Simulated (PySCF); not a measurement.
Si(CCH)(Cl)2(OMe) (C3H4Cl2OSi), SMILES C#C[Si](Cl)(Cl)OC.

Geometry: B3LYP-D3(BJ)/def2-SVP. Other conformers were not sampled.

Two levels are set side by side: PBE/def2-TZVP (PySCF) and HF/def2-TZVP (PySCF). Same geometry, gas phase. Differences are taken from unrounded values.

| quantity | HF | PBE | PBE minus HF |
|---|---|---|---|
| orbital gap (eV) | 14.42 | 5.52 | -8.90 |
| highest occupied level (eV) | -11.45 | -7.21 | 4.25 |
| lowest empty level (eV) | 2.97 | -1.69 | -4.65 |
| dipole moment (D) | 2.98 | 2.53 | -0.45 |
| mean polarisability (bohr³) | 76.2 | 85.1 | 8.8 |

Without exact exchange PBE keeps part of each electron's self-repulsion, which lifts occupied levels and narrows the gap. Loosely held outer electrons make PBE densities more polarisable. Differences between two approximate levels are no errors against the true value.

Rough cost on one machine, each run with all the roots and properties that it gave: HF against PBE about 1/2.
